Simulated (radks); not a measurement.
Numerical settings for the nitrogen ion N+, [He] 2s2 2p2. Calculated with a radial shooting solver on a logarithmic mesh with Libxc functionals: scalar-relativistic Kohn-Sham, PBE, spin-polarised, spherical densities, finite nucleus; open shells are filled with parallel spins first; Fermi nuclear charge, rms radius 2.5582 fm. The defaults (mesh step 0.008 in ln r, mesh end at 40 bohr or more with all orbitals vanishing there, Anderson mixing 0.5 over 9 steps, residual threshold near 1e-9 with the energy settled to 1e-9 hartree or 1e-11 of itself, here a cap of 86 iterations) give E = -54.0201 hartree and 2p at -22.032 eV in 18 iterations. Run on one thread of a shared host, so times are rough (Arm Neoverse N1): 0.12 s of CPU time, 0.12 s wall, 18 iterations on 2189 mesh points. Changes against that run (0 stands for a change within the tolerance of the run):

setting                    iterations  converged  E (mhartree)  e(2p) (meV)  CPU (s)
mesh step in ln r 0.003            86         no             0            0      1.1
mesh step in ln r 0.08             13        yes      -0.00402      -0.0174     0.02
mesh step in ln r 0.012            15        yes             0            0     0.08
mesh end (bohr) 5                  17        yes         +1.37        +78.2     0.11
mesh end (bohr) 3                  15        yes          +137    +3.28e+03     0.09
residual threshold 0.1              8        yes             0      -0.0188     0.06
residual threshold 1e-13           86         no             0            0     0.42
mixing 1.5                         17        yes             0            0     0.12
linear mixing, mixing 1             -         no      diverged            -     0.45
linear mixing, mixing 0.8          70         no      diverged            -     0.38
mixing history 3                   25        yes             0            0     0.15
iteration cap 2                     2         no         +29.4    -9.95e+03     0.02

Settings that end as converged yet miss the energy by more than 1 mhartree: mesh end (bohr) 5 (+0.00137 hartree); mesh end (bohr) 3 (+0.137 hartree). A mesh that ends early acts as a hard wall.
